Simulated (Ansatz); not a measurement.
Program: Ansatz. Geometries: PBE0-D4/def2-TZVP. ΔE: electronic, gas phase. CCSD(T)/CBS adds triple-zeta CCSD(T) − MP2 to the extrapolated MP2 energy (def2 sets, frozen cores). Functionals use def2-TZVPP. B3LYP here is the variant with VWN-RPA as its local correlation; programs differ in this. For Zn outer-core shells are correlated without core-valence functions, which leaves a few kJ/mol of doubt a bond. Scalar relativity is left out up to krypton. Each species was taken in one conformer, which may not be the lowest.

`Cl[SiH2][ZnH]` + `COC[SiH2]F` → `F[SiH2]C[SiH2]Cl` + `C[O][ZnH]`  (redistribution)

CCSD(T)/CBS gives -34.5 kcal/mol.

Another level gave -28.8 kcal/mol. Which?
A. B3LYP-D4/def2-TZVPP
B. HF/def2-TZVPP
C. PBE/def2-TZVPP
D. r2SCAN/def2-TZVPP

C. PBE -28.8, r2SCAN -33.2, B3LYP-D4 -31.1, HF/def2-TZVPP -32.1 kcal/mol.

Largest T1 diagnostic among the species: 0.017.

From PBE to PBE0 (25 % exact exchange), in def2-TZVPP and without D4, ΔE moves by −1.0 kcal/mol. In def2-TZVPP, CCSD(T) changes the Hartree–Fock value by −1.9 kcal/mol (the triples alone add −0.1 kcal/mol) and MP2 by −5.6 kcal/mol.
